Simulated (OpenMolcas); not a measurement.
Pd4+.

- Program: OpenMolcas 26.06
- Method: CASSCF
- Basis: ANO-R3 [8s6p5d3f2g1h]
- Scalar Hamiltonian: X2C, finite nucleus
- Active space: 6 electrons in 5 orbitals (4d)
- State averaging: 2S+1 = 5 even, 5 roots; 2S+1 = 3 even, 45 roots; 2S+1 = 1 even, 50 roots
- Spin-orbit coupling: RASSI with atomic mean-field integrals over the reference wave functions, term energies averaged over their components

Levels without dynamic correlation, in cm-1 above 4d6 5D4:

| Level | E |
| --- | --- |
| 4d6 3P2(1) | 23427 |
| 4d6 3H6 | 22250 |
| 4d6 3F3(1) | 25969 |
| 4d6 3G5 | 28624 |
| 4d6 1I6 | 34551 |

On this reference, MS-CASPT2, IPEA 0.25 Eh, imaginary shift 0.1 Eh (closed shells correlated: 4s 4p) puts 4d6 3P2(1) at 19550 cm-1.

Estimate the other levels at that method by one scale factor, and say how well it serves.

The factor is 19550 / 23427 = 0.835. Scaled values beside those that MS-CASPT2 gives:
```tsv
Level	Scaled	MS-CASPT2	Miss (%)
4d6 3H6	18579	20020	-7.2
4d6 3F3(1)	21684	22550	-3.8
4d6 3G5	23901	25330	-5.6
4d6 1I6	28850	31390	-8.1
```
For these levels the scaled values miss MS-CASPT2 by up to 8.1 %, as correlation changes each term by its own factor, spin-orbit parts do not scale and CASPT2 has its own spread within terms. This holds within one configuration; levels of others move differently, and the target method has errors of its own against measurement.

Term energies are means over components that CASPT2 splits; among the terms shown or strongly mixed into the levels shown the widest spread is 1600 cm-1 (4d6 1I, MS-CASPT2). Without dynamic correlation excited terms often stand tens of per cent too high (terms of higher spin than the ground term too low), and those without a measured partner can miss by more than the paired ones (holds for CASSCF). Levels of configurations outside the active space are missing.

A number in round brackets counts repeated terms of one configuration in the order of the reference energies.
